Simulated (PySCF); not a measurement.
## Frontier orbitals and the lowest excitations

Compound: C2H9AsSi.
SMILES with atom numbers: `[CH3:1][CH2:2][AsH:3][SiH3:4]` (hydrogens: H5, H6, H7 on C1; H8, H9 on C2; H10 on As3; H11, H12, H13 on Si4)

Structure used (PBE0-D3(BJ)/def2-SVP), in Å, numbered top down from 1:
```xyz
13
C2H9AsSi angstrom
C     -1.7439    0.1335   -0.4527
C     -1.0324   -0.8924    0.4128
As     0.1598   -0.0342    1.7593
Si     1.8278    0.6712    0.2332
H     -1.0368    0.7025   -1.0779
H     -2.4619   -0.3522   -1.1324
H     -2.3037    0.8622    0.1551
H     -1.7584   -1.4839    0.9925
H     -0.4522   -1.5980   -0.2001
H      0.9511   -1.2959    2.0981
H      1.4347    1.9739   -0.3864
H      2.0397   -0.3265   -0.8636
H      3.1114    0.8706    0.9718
```

Theory: PySCF, TDDFT CAM-B3LYP/def2-SVPD, vertical, gas phase, core orbitals frozen in the response. The CAM-B3LYP/def2-SVPD calculation is non-relativistic and has no spin–orbit coupling, an omission that weighs most on arsenic.

Frontier orbitals with the atoms that hold most of them (Löwdin shares over 4%, at most four atoms; ? is withheld):

```tsv
orbital	ε (eV)	atoms
HOMO-3	-11.23	Si4 32%, H12 26%, C2 8%, H11 7%
HOMO-2	-10.45	As3 28%, H10 21%, Si4 13%, C2 10%
HOMO-1	-9.59	As3 32%, C2 22%, Si4 20%, H8 5%
HOMO	?	?
LUMO	0.85	?
LUMO+1	0.96	Si4 35%, As3 22%, H12 8%, H13 8%
LUMO+2	1.43	Si4 30%, As3 28%, C2 11%, H13 10%
```

**Question.** Give the leading atoms of the HOMO.

**Answer.** As3 (bonded to C, Si and H) 61%; Si4 (bonded to As and 3 H) 13%; C2 (bonded to As, C and 2 H) 11%; H10 (bonded to As) 5%.

**Question.** Which atoms hold the LUMO, and with what shares?

**Answer.** As3 (bonded to C, Si and H) 30%; Si4 (bonded to As and 3 H) 15%; C2 (bonded to As, C and 2 H) 12%; H10 (bonded to As) 8%.

**Question.** What is the HOMO energy, and the HOMO–LUMO gap?

**Answer.** ε(HOMO) = -8.23 eV; the gap is 9.08 eV (0.3338 hartree).

**Question.** How does S1 compare with the orbital gap of 9.08 eV?

**Answer.** S1 is at 5.88 eV (f = 0.046), 3.20 eV below the gap, made of HOMO→LUMO (78%). 

**Question.** One configuration dominates each of S1 and S2. Which, and how do the shares of the two leading atoms of either orbital change from the occupied to the empty one?

**Answer.** 
- S1 (5.88 eV, f 0.046), HOMO→LUMO (78%): As3 61% → 30%, Si4 13% → 15%
- S2 (6.38 eV, f 0.151), HOMO→LUMO+1 (76%): As3 61% → 22%, Si4 13% → 35%

Löwdin shares depend on the basis, the more so with diffuse functions.

One conformer stands for the species.

Without π bonds the low states are Rydberg-like; a valence basis with one diffuse set may place them up to an eV too high.
